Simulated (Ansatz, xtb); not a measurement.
**C4H8Si: which of two isomers lies lower**

Structure X is `C#C[C@@H](C)[SiH3]`, a singlet and structure Y is `CC#CC[SiH3]`, a singlet. Both are isolated molecules in the gas phase, relaxed with PBE-D3(BJ)/def2-SVP.

X (Å):

| atom | x (Å) | y (Å) | z (Å) |
| --- | --- | --- | --- |
| C | 0.4824 | -0.6993 | -0.9310 |
| C | 0.3895 | -0.4087 | 0.2549 |
| C | 0.2489 | -0.0162 | 1.6510 |
| C | 1.3563 | 0.9488 | 2.1279 |
| Si | -1.5024 | 0.7406 | 1.8878 |
| H | 0.5679 | -0.9647 | -1.9749 |
| H | 0.2659 | -0.9340 | 2.2832 |
| H | 1.3426 | 1.8894 | 1.5415 |
| H | 2.3590 | 0.4918 | 2.0060 |
| H | 1.2211 | 1.2065 | 3.1975 |
| H | -1.6167 | 1.9908 | 1.0614 |
| H | -1.6982 | 1.0899 | 3.3407 |
| H | -2.5528 | -0.2475 | 1.4681 |

Y (Å):

```xyz
13

C     1.7793   -1.1661   -0.2459
C     1.0748   -0.1230    0.4888
C     0.4935    0.7663    1.0998
C    -0.2414    1.7712    1.8524
Si   -1.6535    0.9807    2.8720
H     2.7721   -0.8177   -0.6016
H     1.2043   -1.4927   -1.1380
H     1.9494   -2.0650    0.3836
H     0.4252    2.3218    2.5529
H    -0.6874    2.5369    1.1792
H    -2.6155    0.2834    1.9522
H    -2.3897    2.0505    3.6364
H    -1.0838   -0.0140    3.8436
```

Quicker runs give these differences E(Y) − E(X): GFN2-xTB −29.3 kJ/mol; HF/STO-3G −37.7 kJ/mol (at GFN2-xTB geometries); r2SCAN-D4/def2-SVP −33.3 kJ/mol (at GFN2-xTB geometries).

Q: Estimate E(Y) − E(X) at the level CCSD(T)/def2-SVP + ΔMP2/def2-TZVPP.

A: Calculated at CCSD(T)/def2-SVP + ΔMP2/def2-TZVPP: E(Y) − E(X) = −21.4 kJ/mol, so structure Y lies lower.

Level by level:

```json
{"level": "GFN2-xTB", "geometry": "GFN2-xTB", "E(Y) − E(X) (kJ/mol)": "−29.3", "departure from the last row (kJ/mol)": "−8.0", "job, with rough time for the two": "optimisation, 0.98 s"}
{"level": "HF/STO-3G", "geometry": "GFN2-xTB", "E(Y) − E(X) (kJ/mol)": "−37.7", "departure from the last row (kJ/mol)": "−16.4", "job, with rough time for the two": "single point, 2.1 s"}
{"level": "r2SCAN-D4/def2-SVP", "geometry": "GFN2-xTB", "E(Y) − E(X) (kJ/mol)": "−33.3", "departure from the last row (kJ/mol)": "−11.9", "job, with rough time for the two": "single point, 10 s"}
{"level": "PBE-D3(BJ)/def2-SVP", "geometry": "PBE-D3(BJ)/def2-SVP", "E(Y) − E(X) (kJ/mol)": "−33.2", "departure from the last row (kJ/mol)": "−11.9", "job, with rough time for the two": "optimisation, 72 s"}
{"level": "HF/def2-SVP", "geometry": "PBE-D3(BJ)/def2-SVP", "E(Y) − E(X) (kJ/mol)": "−34.2", "departure from the last row (kJ/mol)": "−12.8", "job, with rough time for the two": "part of the CCSD(T) run"}
{"level": "MP2/def2-SVP", "geometry": "PBE-D3(BJ)/def2-SVP", "E(Y) − E(X) (kJ/mol)": "−23.3", "departure from the last row (kJ/mol)": "−1.9", "job, with rough time for the two": "part of the CCSD(T) run"}
{"level": "CCSD(T)/def2-SVP", "geometry": "PBE-D3(BJ)/def2-SVP", "E(Y) − E(X) (kJ/mol)": "−22.9", "departure from the last row (kJ/mol)": "−1.5", "job, with rough time for the two": "single point"}
{"level": "CCSD(T)/def2-SVP + ΔMP2/def2-TZVPP", "geometry": "PBE-D3(BJ)/def2-SVP", "E(Y) − E(X) (kJ/mol)": "−21.4", "departure from the last row (kJ/mol)": "", "job, with rough time for the two": "single point, 1.8 min"}
```

As drawn, both hold the same kinds of bond in the same numbers.

None of the levels shown reverses the order. The largest departure from CCSD(T)/def2-SVP + ΔMP2/def2-TZVPP is that of HF/STO-3G, 16.4 kJ/mol. A small imaginary or near-zero mode remains, so no thermal terms are given. The last row adds to CCSD(T) the change of the MP2 difference between the two basis sets, here +1.5 kJ/mol.

The correlated steps freeze 9 core orbitals. Codes used: Ansatz 0.2.0, xtb 6.7.1; the last row on 2 threads of Intel(R) Xeon(R) Processor @ 2.50GHz (Skylake/Cascade Lake) on a shared host.
